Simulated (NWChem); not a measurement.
# Correlation energy of CHF

```
C
F 1 1.3023
H 1 1.1354 2 102.45
```
Charge 0, spin multiplicity 1.

Program: NWChem. The geometry was optimised at B3LYP/def2-SVP, a minimum by its harmonic frequencies.

Basis set: cc-pVDZ. Each correlation energy counts from its own Hartree-Fock reference.

The correlated methods keep 2 core orbitals frozen. The structure started from a generated list of species. No row is a measurement; the coupled-cluster row has its own basis-set and correlation limits.

### Question
Order these methods by the correlation energy they give, lowest first: MP2, CCSD+T(CCSD), CCSD(T), SCS-MP2.

### Answer
CCSD+T(CCSD) (-328.3 mHa), CCSD(T) (-327.1 mHa), MP2 (-297.7 mHa), SCS-MP2 (-293.8 mHa)
